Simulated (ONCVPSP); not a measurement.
## Configuration tests for Zn (Z = 30) (ONCV)

- Element: Zn (Z = 30)
- Generator: ONCVPSP 4.0.1
- Type: optimised norm-conserving Vanderbilt (ONCV)
- Functional: PBEsol
- Relativity: scalar-relativistic
- Frozen core: [Ar]
- Valence charge: 12
- Reference configuration: 3d10 4s2
- Partial waves: 4s: rc 2.20 bohr, ncon 5, nbas 8, qcut 3 1/bohr, 3 projectors, debl 3.4 Ha; p scattering state at 0.04 Ha: rc 2.25 bohr, ncon 4, nbas 7, qcut 3.7 1/bohr, 1 projector; 3d: rc 1.50 bohr, ncon 4, nbas 9, qcut 12.7 1/bohr, local
- Local potential: the d channel
- Core correction: none

In the p channel the program set the typed energies aside and used 0.050 Ha.

Energies are relative to the spin-unpolarised reference configuration 3d10 4s2; without spin polarisation the order of configurations can differ from experiment.

Problem. Give the all-electron excitation energy and the error of the potential for: 3d10 4s1; 3d10 4s0; 3d9 4s0; 3d10 4s1 4p1.

Solution.

```csv
valence configuration,charge,ΔE all-electron (eV),error AE − PS (meV)
3d10 4s1,+1,9.900,-2.4
3d10 4s0,+2,28.249,+9.8
3d9 4s0,+3,68.758,-96
3d10 4s1 4p1,0,5.126,+0.1
```

Note: ghosts flagged at negative energy: p at -50.7 eV; GHOST(+) flagged for s at 10.5 eV. A true bound ghost makes a file unfit for plane-wave use.
